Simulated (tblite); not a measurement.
Record of a relaxation.

C₂H₈GeOSi.
SMILES with atom numbers: `[CH3:1][Si@H:2]([GeH3:3])[CH:4]=[O:5]` (hydrogens: H6, H7, H8 on C1; H9 on Si2; H10, H11, H12 on Ge3; H13 on C4)

Computed with GFN2-xTB (tblite), gas phase: L-BFGS steps from a force-field or distance-geometry start until the largest atomic force falls under 0.01 eV/Å. 6 of its 113 geometries are shown.

Step 0: E = -435.7908 eV, largest atomic force 2.839 eV/Å
```
atom  x, y, z in Å  |  force x, y, z in eV/Å
C1     -0.738   -1.582   -0.392   -0.678  -0.649   0.120
Si2    -0.346    0.246   -0.473    1.129  -0.268  -0.937
Ge3     1.888    0.550    0.107   -0.067   0.138   0.213
C4     -1.412    1.168    0.713   -0.269  -0.461   2.788
O5     -1.371    0.897    1.919   -0.068   0.487  -1.709
H6     -0.106   -2.130   -1.109   -0.353   0.101   0.440
H7     -1.811   -1.729   -0.664    0.876  -0.219   0.294
H8     -0.559   -1.953    0.641   -0.198   0.050  -0.787
H9     -0.569    0.738   -1.825   -0.218   0.167  -0.279
H10     2.214    2.064    0.046    0.223  -0.704   0.100
H11     2.115    0.024    1.539    0.250   0.295  -0.608
H12     2.773   -0.228   -0.890   -0.098   0.400   0.521
H13    -2.083    1.936    0.369   -0.528   0.664  -0.157
```

Step 22: E = -436.0971 eV, largest atomic force 0.069 eV/Å
```
atom  x, y, z in Å  |  force x, y, z in eV/Å
C1     -0.778   -1.611   -0.416   -0.008  -0.012   0.005
Si2    -0.351    0.237   -0.546   -0.002   0.018  -0.006
Ge3     1.875    0.572    0.114   -0.033  -0.002  -0.004
C4     -1.432    1.173    0.737   -0.028  -0.046  -0.043
O5     -1.349    0.930    1.915    0.017   0.044   0.009
H6     -0.150   -2.195   -1.085   -0.001  -0.002   0.009
H7     -1.815   -1.823   -0.662    0.003   0.030  -0.016
H8     -0.603   -1.961    0.599    0.004  -0.001  -0.002
H9     -0.682    0.785   -1.871    0.010  -0.008   0.010
H10     2.356    1.990    0.096    0.001   0.008  -0.007
H11     2.216    0.089    1.487   -0.006  -0.003   0.003
H12     2.849   -0.146   -0.773    0.022  -0.002   0.003
H13    -2.139    1.958    0.389    0.022  -0.024   0.039
```

Step 45: E = -436.1395 eV, largest atomic force 0.242 eV/Å
```
atom  x, y, z in Å  |  force x, y, z in eV/Å
C1     -0.872   -1.603   -0.475    0.048  -0.036  -0.019
Si2    -0.322    0.217   -0.608    0.045  -0.119  -0.057
Ge3     1.869    0.579    0.143   -0.029   0.032   0.039
C4     -1.313    1.123    0.759   -0.099   0.051  -0.215
O5     -0.811    1.266    1.844    0.032   0.097   0.149
H6     -0.204   -2.225   -1.063   -0.003  -0.072  -0.033
H7     -1.884   -1.773   -0.831    0.009   0.072  -0.027
H8     -0.826   -1.953    0.554    0.034   0.045   0.003
H9     -0.644    0.768   -1.934   -0.038   0.005   0.048
H10     2.271    2.021    0.077   -0.001  -0.006   0.003
H11     2.105    0.194    1.565    0.026  -0.025   0.001
H12     2.966   -0.119   -0.616   -0.076  -0.004   0.017
H13    -2.340    1.506    0.567    0.053  -0.039   0.091
```

Step 67: E = -436.1821 eV, largest atomic force 0.034 eV/Å
```
atom  x, y, z in Å  |  force x, y, z in eV/Å
C1     -0.904   -1.646   -0.539   -0.002   0.006  -0.007
Si2    -0.304    0.159   -0.597   -0.003   0.003  -0.001
Ge3     1.849    0.608    0.205    0.008  -0.032   0.004
C4     -1.245    1.139    0.762    0.027   0.013   0.017
O5     -0.597    1.720    1.599   -0.008   0.005  -0.015
H6     -0.253   -2.287   -1.126    0.011   0.004  -0.007
H7     -1.909   -1.745   -0.939   -0.004   0.006   0.009
H8     -0.912   -2.027    0.480    0.016  -0.003  -0.008
H9     -0.642    0.768   -1.893   -0.019  -0.012   0.000
H10     2.255    2.044    0.138   -0.018  -0.004  -0.001
H11     2.065    0.198    1.623    0.014  -0.004   0.015
H12     2.943   -0.107   -0.542    0.004   0.008   0.002
H13    -2.350    1.177    0.813   -0.026   0.011  -0.008
```

Step 90: E = -436.1852 eV, largest atomic force 0.022 eV/Å
```
atom  x, y, z in Å  |  force x, y, z in eV/Å
C1     -0.889   -1.658   -0.535   -0.002   0.005   0.004
Si2    -0.316    0.155   -0.580    0.001  -0.004   0.002
Ge3     1.842    0.589    0.217   -0.002   0.016   0.009
C4     -1.256    1.172    0.753    0.007  -0.002   0.011
O5     -0.612    1.748    1.594   -0.005  -0.011  -0.018
H6     -0.257   -2.267   -1.177   -0.010   0.004  -0.004
H7     -1.913   -1.767   -0.880    0.000   0.007   0.000
H8     -0.831   -2.071    0.469    0.011   0.005   0.005
H9     -0.659    0.755   -1.879   -0.002  -0.007  -0.010
H10     2.230    2.030    0.163   -0.002  -0.006   0.005
H11     2.089    0.164    1.628   -0.006  -0.003  -0.008
H12     2.930   -0.101   -0.558    0.013  -0.004   0.000
H13    -2.362    1.253    0.768   -0.003   0.000   0.005
```

Step 112: E = -436.1870 eV, largest atomic force 0.009 eV/Å
```
atom  x, y, z in Å  |  force x, y, z in eV/Å
C1     -0.884   -1.657   -0.526    0.000   0.003  -0.003
Si2    -0.311    0.154   -0.604   -0.002  -0.001   0.000
Ge3     1.835    0.590    0.223    0.005   0.000   0.007
C4     -1.250    1.178    0.725   -0.003  -0.003  -0.005
O5     -0.601    1.748    1.568    0.000   0.002   0.006
H6     -0.331   -2.257   -1.243    0.002  -0.003  -0.005
H7     -1.941   -1.759   -0.756   -0.003   0.005   0.004
H8     -0.713   -2.082    0.460   -0.004  -0.001   0.004
H9     -0.661    0.734   -1.910    0.003  -0.003   0.000
H10     2.211    2.034    0.225    0.002   0.001   0.001
H11     2.050    0.117    1.624    0.004   0.004  -0.004
H12     2.948   -0.068   -0.546    0.003  -0.001  -0.004
H13    -2.354    1.268    0.741   -0.008  -0.002   0.000
```

**Question.** Summarise the path.

**Answer.** The energy falls by 0.3962 eV from step 0 to step 112; nine tenths of that is first reached at step 48. It rises by more than 0.2 meV at steps 38, 44 and 62. The largest force goes from 2.839 to 0.009 eV/Å. Among the bonds Si2–C4 changes most, from 1.842 to 1.922 Å; the atoms move by 0.451 Å rms after alignment.

**Question.** Follow the three bonds and two angles with the largest change from start to end.

**Answer.** 
| step | E above end (eV) | largest force (eV/Å) | Si2–C4 (Å) | Ge3–H10 (Å) | Ge3–H11 (Å) | Ge3–Si2–C4 (°) | Ge3–Si2–H9 (°) |
| --- | --- | --- | --- | --- | --- | --- | --- |
| 0 | 0.3962 | 2.839 | 1.842 | 1.549 | 1.543 | 109.3 | 109.5 |
| 5 | 0.1510 | 0.446 | 1.925 | 1.482 | 1.479 | 107.8 | 113.1 |
| 10 | 0.0978 | 0.181 | 1.918 | 1.499 | 1.497 | 106.0 | 112.5 |
| 15 | 0.0919 | 0.063 | 1.922 | 1.497 | 1.495 | 106.3 | 113.2 |
| 19 | 0.0908 | 0.048 | 1.920 | 1.499 | 1.496 | 106.2 | 113.8 |
| 24 | 0.0893 | 0.040 | 1.919 | 1.498 | 1.495 | 106.0 | 114.8 |
| 29 | 0.0882 | 0.071 | 1.920 | 1.498 | 1.495 | 105.8 | 115.2 |
| 34 | 0.0843 | 0.131 | 1.920 | 1.498 | 1.493 | 105.3 | 115.4 |
| 39 | 0.0712 | 0.255 | 1.935 | 1.502 | 1.494 | 102.4 | 115.7 |
| 44 | 0.0542 | 0.866 | 1.915 | 1.499 | 1.492 | 100.1 | 115.8 |
| 49 | 0.0334 | 0.133 | 1.918 | 1.493 | 1.488 | 98.2 | 116.6 |
| 54 | 0.0222 | 0.078 | 1.920 | 1.498 | 1.493 | 97.3 | 118.3 |
| 58 | 0.0185 | 0.098 | 1.921 | 1.494 | 1.493 | 96.5 | 118.0 |
| 63 | 0.0075 | 0.245 | 1.922 | 1.496 | 1.494 | 95.9 | 116.1 |
| 68 | 0.0048 | 0.025 | 1.922 | 1.494 | 1.493 | 96.3 | 115.7 |
| 73 | 0.0035 | 0.027 | 1.923 | 1.493 | 1.494 | 96.6 | 116.1 |
| 78 | 0.0030 | 0.034 | 1.922 | 1.493 | 1.494 | 96.7 | 116.2 |
| 83 | 0.0025 | 0.022 | 1.922 | 1.494 | 1.494 | 96.8 | 116.2 |
| 88 | 0.0019 | 0.021 | 1.922 | 1.493 | 1.494 | 96.7 | 116.1 |
| 93 | 0.0017 | 0.020 | 1.923 | 1.493 | 1.494 | 96.7 | 116.2 |
| 97 | 0.0011 | 0.074 | 1.922 | 1.491 | 1.492 | 96.4 | 116.7 |
| 102 | 0.0006 | 0.034 | 1.923 | 1.493 | 1.496 | 96.2 | 117.1 |
| 107 | 0.0002 | 0.021 | 1.923 | 1.493 | 1.493 | 96.0 | 117.4 |
| 112 | 0.0000 | 0.009 | 1.922 | 1.493 | 1.495 | 96.0 | 117.3 |

What follows is the cost of the whole relaxation. The run took 2.2 s on one thread of an AMD EPYC (shared host).
